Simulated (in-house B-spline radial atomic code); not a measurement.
Ionisation energies along the 28-electron series, configuration [Ar] 3d10, as differences of self-consistent energies. NIST's values go from ground level to ground level; the uncertainty of those that are theory runs from under 0.1 % in few-electron ions to several per cent in heavy many-electron ones. Computed with a radial B-spline atomic code at the basis-set limit: non-relativistic Hartree-Fock, average of the configuration, point nuclei.

This level leaves out relativity, spin-orbit splitting included, which matters for heavy ions.

```tsv
ion	configuration after	ionisation energy (eV)	IE/(q+1)² (eV)	-ε less Coulomb ΔSCF (eV)	tabulated value (eV)	tabulated kind	computed minus tabulated (eV)
Cu+	[Ar] 3d9	17.52	4.3792	4.5283	20.29239	measured	-2.78
Zn2+	[Ar] 3d9	37.48	4.1648	4.2572	39.7233	measured	-2.24
Ga3+	[Ar] 3d9	61.42	3.8386	4.1123	63.241	measured	-1.82
Ge4+	[Ar] 3d9	89.00	3.5602	4.0281	90.5	measured	-1.50
As5+	[Ar] 3d9	120.07	3.3352	3.9761	121.19	measured	-1.12
Se6+	[Ar] 3d9	?	?	?	?	measured	?
Br7+	[Ar] 3d9	?	?	?	?	measured	?
Kr8+	[Ar] 3d9	233.16	2.8785	3.9046	233	semi-empirical	0.16
```

(1) Fill in the row of Se6+.

(2) Fill in the row of Br7+.

(3) How far is this level of theory from the measured and semi-empirical values?

## Answers

(1) ionisation energy (eV): 154.49; IE/(q+1)² (eV): 3.1529; -ε less Coulomb ΔSCF (eV): 3.9425; tabulated value (eV): 155.327; computed minus tabulated (eV): -0.84.

(2) ionisation energy (eV): 192.21; IE/(q+1)² (eV): 3.0032; -ε less Coulomb ΔSCF (eV): 3.92; tabulated value (eV): 192.61; computed minus tabulated (eV): -0.40.

(3) Over those 8 rows the differences run from -2.78 to +0.158 eV (mean absolute value 1.4 eV). The calculation leaves out relativity, correlation and, in open shells, the multiplet splittings that an average leaves out.
